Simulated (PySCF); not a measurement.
Computed shifts of a molecule C₃H₃BFNO, HF/pcSseg-1 run with PySCF, GIAO, gas phase, equivalent atoms averaged, in ppm (number of nuclei): ¹⁵N: 321.1 (1). ¹³C: 127.1 (1), 63.5 (1), 15.0 (1). ¹⁹F: -57.2 (1). ¹H: 4.54 (2), 2.75 (1). References: ¹⁵N against NH3 (σ = 267.3 ppm); ¹³C against TMS (σ = 192.6 ppm); ¹⁷O against H2O (σ = 333.0 ppm); ¹¹B against BF3 (σ = 102.7 ppm); ¹⁹F against CFCl3 (σ = 238.5 ppm); ¹H against TMS (σ = 31.99 ppm), references at their B3LYP-D3(BJ)/def2-TZVP geometries, non-relativistic. Geometry optimised at B3LYP-D3(BJ)/def2-SVP. One conformer was computed; it need not be the lowest.

Q: Identify the compound among the candidates.
A) C=CB(F)OC#N
B) N#C[C@@H]1COB1F
C) OB1C=NC(F)=C1
D) FB1C=CN=CO1

A: B, N#C[C@@H]1COB1F
